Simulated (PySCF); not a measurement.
**Shapes and spin states of Zn₂O**

Computed with PBE0/[O def2-SVP, Zn def2-SVP], no relativity, density fitting, PySCF.

Relaxations began from a few typed shapes and spin states; open shells are unrestricted. The search is not exhaustive: other isomers or separated fragments can lie lower, and high-lying points may rest on an excited occupation.

```json
{"spin": "triplet", "group": "C2v", "bonds": "O–Zn 1.807 Å (×2)", "angles": "Zn–O–Zn 118.0°", "imaginary modes (cm⁻¹)": "none", "ΔE (kJ/mol)": "0.0", "ΔE with ZPE (kJ/mol)": "0.0"}
{"spin": "triplet", "group": "D∞h", "bonds": "O–Zn 1.762 Å (×2)", "angles": "Zn–O–Zn 180.0°", "imaginary modes (cm⁻¹)": "133i, 133i", "ΔE (kJ/mol)": "16.7", "ΔE with ZPE (kJ/mol)": "–"}
{"spin": "singlet (closed shell, unstable to spin polarisation)", "group": "D∞h", "bonds": "O–Zn 1.780 Å (×2)", "angles": "Zn–O–Zn 180.0°", "imaginary modes (cm⁻¹)": "none", "ΔE (kJ/mol)": "25.7", "ΔE with ZPE (kJ/mol)": "24.6"}
```

The lowest minimum found is the triplet C2v: O–Zn 1.807 Å (×2); Zn–O–Zn 118.0°.
